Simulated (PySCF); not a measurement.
## Sn: ionisation energy

Sn [Kr] 4d10 5s2 5p2 (3P) → Sn⁺ [Kr] 4d10 5s2 5p1 (2P), as a difference of total energies. Computed with PySCF 2.14 in cc-pVTZ-PP with ECP28MDF, with a scalar-relativistic core potential. Correlated levels: valence: 4s2 4p6 4d10 frozen. The calculations carry no spin-orbit coupling.

```json
{"method": "UHF", "ionisation energy (eV)": "6.857", "error (eV)": "-0.532"}
{"method": "r2SCAN", "ionisation energy (eV)": "7.409", "error (eV)": "+0.020"}
{"method": "LDA", "ionisation energy (eV)": "7.417", "error (eV)": "+0.028"}
{"method": "MP2 (valence)", "ionisation energy (eV)": "7.154", "error (eV)": "-0.235"}
{"method": "SCS-MP2 (valence)", "ionisation energy (eV)": "7.090", "error (eV)": "-0.299"}
{"method": "CCSD (valence)", "ionisation energy (eV)": "7.185", "error (eV)": "-0.204"}
{"method": "CCSD(T) (valence)", "ionisation energy (eV)": "7.210", "error (eV)": "-0.179"}
```

Reference: 7.389 eV (measured; NIST levels, between the centres of gravity of the two terms).

Errors of the correlated levels include the incompleteness of this basis and the frozen core.
